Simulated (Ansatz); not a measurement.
Cu₂Sn was relaxed with PBE-D4 (def2-TZVP) in Ansatz in these states: neutral quintet, neutral singlet, neutral triplet. The geometries follow in no particular order.

In the def2 sets Sn takes a core potential; there is no spin–orbit coupling.

A:

| atom | x (Å) | y (Å) | z (Å) |
| --- | --- | --- | --- |
| Cu1 | 1.3307 | -0.4834 | 0.3708 |
| Cu2 | -1.1910 | -0.8364 | 0.1543 |
| Sn3 | -0.1397 | 1.3198 | -0.5252 |

B:

```xyz
3

Cu   -1.082    0.877   -0.146
Cu   -0.068   -1.137   -0.814
Sn    1.150    0.260    0.961
```

C:

```xyz
3

Cu   -0.521   -0.746    1.103
Cu    1.424    0.127   -0.003
Sn   -0.904    0.619   -1.101
```

Judge from the bond lengths which geometry belongs to which state (an estimate).

A is the neutral singlet (Cu1–Cu2 2.556 Å, Cu1–Sn3 2.493 Å, Cu2–Sn3 2.493 Å); B is the neutral triplet (Cu1–Cu2 2.352 Å, Cu1–Sn3 2.567 Å, Cu2–Sn3 2.567 Å); C is the neutral quintet (Cu1–Cu2 2.402 Å, Cu1–Sn3 2.620 Å, Cu2–Sn3 2.620 Å).

At PBE0-D4/def2-TZVP a broken-symmetry singlet lies 0.20 eV below the neutral triplet. At PBE0-D4/def2-TZVP a broken-symmetry singlet lies 2.42 eV below the neutral quintet. These are the stationary points nearest to one start from a short search; other shapes may lie lower in each state.
